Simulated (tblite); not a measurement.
Computed with GFN2-xTB (tblite): harmonic, unscaled wavenumbers at the GFN2-xTB geometry, gas phase. Against measured fundamentals such values can be off by several per cent, at times by over 20. Modes of hydrogen on phosphorus can be 10 to 20 % off. One conformer each. Thermal functions are those of the rigid rotor and harmonic oscillator, without mixing of conformers.

Question: Order these by their ideal-gas entropy at 200 K and 1 bar, highest first (cal/(mol K)).
A. `CCc1cnns1`
B. `COc1nccpc1C=O`
C. `CSC[P-]CP`
D. `C#CC1=CC[C+]1C`

Answer: C (88.4), B (85.4), A (75.5), D (74.0).

```json
{"SMILES": "CSC[P-]CP", "atoms": "15", "mass (u)": "138.99", "symmetry number": "1", "modes under 300 cm⁻¹": "8", "ZPE (kcal/mol)": "67.9", "S translation (cal/(mol K))": "38.7", "S rotation": "27.9", "S vibration": "21.8", "S": "88.4", "Cp": "26.4"}
{"SMILES": "COc1nccpc1C=O", "atoms": "16", "mass (u)": "155.01", "symmetry number": "1", "modes under 300 cm⁻¹": "7", "ZPE (kcal/mol)": "68.9", "S translation (cal/(mol K))": "39.1", "S rotation": "28.8", "S vibration": "17.6", "S": "85.4", "Cp": "28.1"}
{"SMILES": "CCc1cnns1", "atoms": "13", "mass (u)": "114.03", "symmetry number": "1", "modes under 300 cm⁻¹": "4", "ZPE (kcal/mol)": "61.3", "S translation (cal/(mol K))": "38.2", "S rotation": "26.5", "S vibration": "10.8", "S": "75.5", "Cp": "19.3"}
{"SMILES": "C#CC1=CC[C+]1C", "atoms": "14", "mass (u)": "91.05", "symmetry number": "1", "modes under 300 cm⁻¹": "5", "ZPE (kcal/mol)": "67.8", "S translation (cal/(mol K))": "37.5", "S rotation": "26.2", "S vibration": "10.4", "S": "74.0", "Cp": "21.6"}
```

Entropies and Cp are for 200 K and 1 bar.
